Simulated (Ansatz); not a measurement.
Harmonic frequencies (cm⁻¹) at PBE0-D4/def2-TZVP from Ansatz: 123, 163, 213, 265, 312, 385, 529, 544, 641, 681, 755, 859, 934, 953, 1008, 1208, 1569, 2232, 2246, 2703, 3178.

Each molecule was computed in one conformer, which needn't be the lowest.

Which molecule is it?
A. `B[O][AlH][NH2]`
B. `O=C(O)O[SiH3]`
C. `SC1=C[Se][SiH2]1`
D. `OC1=C[SiH]1Cl`

C.
